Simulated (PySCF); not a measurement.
From one molecule to another.

First species: C8H15P.
SMILES with atom numbers: `[CH3:1][CH2:2][CH2:3][P:4]1[CH2:5][CH:6]=[C:7]([CH3:8])[CH2:9]1` (hydrogens: H10, H11, H12 on C1; H13, H14 on C2; H15, H16 on C3; H17, H18 on C5; H19 on C6; H20, H21, H22 on C8; H23, H24 on C9)

Second species: C8H15P.
SMILES: `C1CCP(C2CC2)CC1`

Levels: PBE0/pcSseg-1 for HOMO energy, LUMO energy and HOMO–LUMO gap. Geometries: GFN2-xTB. All species are isolated and taken at one optimised geometry, non-relativistic unless stated. Electronic properties by PySCF.

Values for the first species:

| Property | Result |
| --- | --- |
| HOMO energy | -6.50 eV |
| LUMO energy | 0.56 eV |
| HOMO–LUMO gap | 7.06 eV |

(1) Estimate the same properties for the second species, and the change in each.

## Answers

(1) 
| property | first | second | second less first |
| --- | --- | --- | --- |
| HOMO energy | -6.50 eV | -6.56 eV | -0.06 eV |
| LUMO energy | 0.56 eV | 1.04 eV | +0.48 eV |
| HOMO–LUMO gap | 7.06 eV | 7.60 eV | +0.54 eV |

One conformer stands for the species.
